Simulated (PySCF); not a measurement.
Species: C3H6F3NSi.
InChI=1S/C3H6F3NSi/c4-3(5,6)1-2-7-8/h2H,1H2,8H3/b7-2-

Method used: PySCF 2.14.0, density-fitted response routines, TDDFT wB97X-D/def2-SVPD, vertical, gas phase, core orbitals frozen in the response. The structure is a single PBE0-D3(BJ)/def2-SVP conformer in the gas phase; no vibrational or solvent corrections. Torsions of this conformer, `[F:1][C:2]([F:3])([F:4])[CH2:5]/[CH:6]=[N:7]\[SiH3:8]`: F1–C2–C5–C6 -61°, C2–C5–C6–N7 135°.

A / s⁻¹ = 0.6670 f (ν̃ / cm⁻¹)² and τ = 1/A in vacuum; |μ| follows from f = (2/3) ΔE |μ|² (atomic units, 1 au = 2.5417 D); ∫σ dE = 109.76 f Mb·eV.

The rates are for emission to S0 at the absorption energy, with no other channel.

Energies and rates of the computed singlets with f of 0.002 or more:

```json
{"state": "S2", "E (eV)": "6.80", "A (s⁻¹)": "4.00×10⁷"}
{"state": "S3", "E (eV)": "7.52", "A (s⁻¹)": "5.59×10⁷"}
{"state": "S4", "E (eV)": "7.57", "A (s⁻¹)": "2.61×10⁸"}
{"state": "S5", "E (eV)": "7.63", "A (s⁻¹)": "1.12×10⁹"}
{"state": "S6", "E (eV)": "7.90", "A (s⁻¹)": "4.34×10⁷"}
{"state": "S7", "E (eV)": "8.02", "A (s⁻¹)": "6.20×10⁶"}
{"state": "S8", "E (eV)": "8.20", "A (s⁻¹)": "1.55×10⁸"}
{"state": "S9", "E (eV)": "8.47", "A (s⁻¹)": "5.89×10⁷"}
{"state": "S10", "E (eV)": "8.53", "A (s⁻¹)": "6.59×10⁶"}
```

**Question.** Which f and |μ| stand behind these rates?

**Answer.** f = A / (0.6670 ν̃²), and |μ| follows from f:

```tsv
state	f	|μ| (D)	τ	main configurations (H = HOMO, L = LUMO)
S2	0.020	0.88	25 ns	H→L+1 (74%), H→L+2 (19%)
S3	0.023	0.89	18 ns	H→L+3 (40%), H→L+4 (29%), H→L+5 (12%)
S4	0.105	1.91	3.8 ns	H-1→L (48%), H→L+2 (27%), H→L+1 (11%)
S5	0.442	3.91	900 ps	H-1→L (43%), H→L+2 (36%)
S6	0.016	0.73	23 ns	H→L+5 (54%), H→L+4 (27%)
S7	0.0022	0.27	160 ns	H-2→L (87%)
S8	0.053	1.31	6.5 ns	H→L+6 (66%), H→L+4 (10%), H→L+3 (8%)
S9	0.019	0.77	17 ns	H-1→L+1 (51%), H-1→L+2 (32%)
S10	0.0021	0.25	150 ns	H→L+3 (22%), H→L+5 (21%), H→L+6 (16%)
```

**Question.** What is the integrated cross-section of all computed states together?

**Answer.** Σf = 0.682 over S1 to S10, so 109.76 × Σf ≈ 74.9 Mb·eV.

**Question.** Which computed singlets stay under f = 0.002?

**Answer.** S1 (4.11 eV, f 0.0007).

**Question.** How much energy does a mole of photons resonant with S5 carry?

**Answer.** 7.634 eV × 96.485 = 737 kJ/mol (176 kcal/mol).

All these states lie below the vertical ionisation energy of 9.44 eV (ΔSCF).
